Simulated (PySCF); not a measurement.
# Nuclear repulsion and electron count by hand

System: F3Sn, charge +1, singlet, at a GFN2-xTB geometry (such geometries of metal compounds can be far from the true shape) (all electrons, no relativity). Level: B3LYP/STO-3G in PySCF. Sums are taken with unrounded values, so a last digit can differ.

Coordinates (Å):

```
atom         x         y         z
----  --------  --------  --------
Sn1    0.00000   0.00000   0.00000
F2    -1.72557  -1.09008   0.06681
F3    -0.01020   1.88015  -0.79702
F4     1.73577  -0.79007   0.73021
```

Problem. Work out the nuclear repulsion energy and the numbers of alpha and beta electrons.

Solution. In atomic units each pair adds Z_i Z_j / r_ij, with r in bohr (1 bohr = 0.529177 Å).
| pair | r (Å) | r (bohr) | Z_i Z_j | term (Eh) |
|---|---|---|---|---|
| Sn1-F2 | 2.0421 | 3.8591 | 450 | 116.6081 |
| Sn1-F3 | 2.0421 | 3.8591 | 450 | 116.6081 |
| Sn1-F4 | 2.0421 | 3.8591 | 450 | 116.6081 |
| F2-F3 | 3.5371 | 6.6841 | 81 | 12.1183 |
| F2-F4 | 3.5371 | 6.6841 | 81 | 12.1183 |
| F3-F4 | 3.5371 | 6.6841 | 81 | 12.1183 |
The sum is 386.1790 Eh; PySCF gives 386.1790 Eh. The atomic numbers add up to 77, so at charge +1 there are 76 electrons; multiplicity 1 means 0 unpaired, so 38 alpha and 38 beta.
